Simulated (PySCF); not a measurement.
C2H7F2NSi, SMILES N[SiH2]CC(F)F.

The structure is a stationary point at B3LYP-D3(BJ)/def2-SVP. The structure was generated by enumeration, and PubChem lists no compound with its InChIKey, so it may never have been made. One conformer was computed; it need not be the lowest.

These are PySCF 2.14.0 with B3LYP-D3(BJ)/def2-SVP values and carry that method's errors.

Frequencies are harmonic and unscaled.

A small imaginary wavenumber (i) marks a very flat motion, where grid noise or a shallow saddle decides the sign.

Computed vibrational spectrum:
```
mode  ν (cm⁻¹)  IR (km/mol)   moving atoms (share of kinetic energy)
----  --------  -----------  ---------------------------------------
1          28i          0.6          H 32 %, Si 30 %, F 19 %, N 19 %
2           92          0.1           F 58 %, C 17 %, H 15 %, N 10 %
3          139          0.5  F 32 %, Si 26 %, N 15 %, H 14 %, C 14 %
4          178         10.6                                   H 98 %
5          222         13.3          N 29 %, Si 25 %, H 22 %, F 20 %
6          318        219.0                           H 71 %, N 28 %
7          367          0.6                   F 46 %, H 37 %, C 16 %
8          477         14.0                           H 89 %, Si 9 %
9          508          4.7                           F 71 %, C 22 %
10         601         10.2          C 49 %, Si 24 %, H 13 %, F 12 %
11         658          2.5                                   H 90 %
12         732         56.7                   C 51 %, F 26 %, H 14 %
13         845         40.6                  N 50 %, Si 25 %, H 25 %
14         861          9.3                    H 55 %, C 30 %, F 8 %
15         900        190.2                   H 74 %, Si 11 %, C 9 %
16         904         37.2                           H 81 %, N 15 %
17         925         72.1                                   H 89 %
18         952         42.1                           H 57 %, C 32 %
19        1034        152.5                   H 47 %, C 28 %, F 23 %
20        1157        111.7                   C 51 %, F 25 %, H 23 %
21        1203         48.4                    H 62 %, C 29 %, F 9 %
22        1259        114.3                           C 57 %, H 42 %
23        1387         62.1                           H 72 %, C 26 %
24        1400         23.2                           H 81 %, C 17 %
25        1421         26.0                           H 85 %, C 14 %
26        1543         38.2                           H 90 %, N 10 %
27        2240         88.9                                   H 98 %
28        2246        133.0                                   H 96 %
29        3039         24.7                                   H 94 %
30        3054         51.2                                   H 93 %
31        3098          6.1                            H 91 %, C 9 %
32        3575         25.3                                   H 96 %
33        3667         25.7                            H 91 %, N 9 %
```
